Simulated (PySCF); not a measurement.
# Excitation energy of Zr by level of theory

Zr [Kr] 4d2 5s2 (3F) → Zr [Kr] 4d1 5s2 5p1 (high-spin determinant), as a difference of total energies. Calculation: PySCF 2.14, in aug-cc-pwCVDZ-PP with ECP28MDF (6s6p5d3f, 70 functions); a scalar-relativistic core potential. Correlated levels: valence: 4s2 4p6 frozen; valence and next inner shell: nothing frozen outside the core potential. The calculations carry no spin-orbit coupling.

```
                                method  excitation energy (eV)
                                   UHF                   2.872
                                  PBE0                   3.156
                                 B97-3                   3.225
                         MP2 (valence)                   2.922
                     SCS-MP2 (valence)                   2.840
    MP2 (valence and next inner shell)                   2.908
SCS-MP2 (valence and next inner shell)                   2.855
```

**Question.** How much does correlation contribute at MP2 (valence and next inner shell)?

**Answer.** 2.908 − (2.872) = 0.036 eV, measured against UHF.

The determinant of the upper state mixes LS terms, which raises its energy above the lowest term, most at the Hartree-Fock and MP2 levels.
